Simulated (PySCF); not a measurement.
Polarisability and C₆ of S⁻ (sulfur, charge -1)

[Ne] 3s2 3p5, 2P determinant. Calculation: PySCF 2.14, in x2c-QZVPPall with one added diffuse shell each of s, p, d, f type (10s7p5d3f1g, 86 functions); the spin-free X2C one-electron Hamiltonian (Gaussian nucleus). Coupled (time-dependent) response in atomic units; α is the mean over directions.

| method | mean α (bohr³) | α xx, yy, zz | C₆ (like pair) | S(−4) |
| --- | --- | --- | --- | --- |
| UHF | 43.06 | 34.53, 47.33, 47.33 | 432.4 | 627.3 |

S(−4) is the Cauchy moment in α(ω) = α(0) + S(−4) ω² + …

α(iu) at UHF:

```csv
u (hartree),α(iu) (bohr³)
0,43.06
0.0500,41.58
0.100,37.94
0.200,29.21
0.300,22.00
0.500,13.02
0.750,7.592
1.00,4.906
1.50,2.516
2.00,1.534
3.00,0.7585
5.00,0.3178
```

A single London oscillator, α(iu) = α/(1 + u²/ω²), gives C₆ = (3/4) ω α². Matching the computed C₆ needs ω = 4 × 432.4 / (3 × 43.06²) = 0.311 hartree.

For an ion, C₆ is the dispersion term alone; charge-induced terms of lower order in 1/R come first.

The components differ because the open shell of this determinant is not spherical; for a pure term their mean is the scalar polarisability.
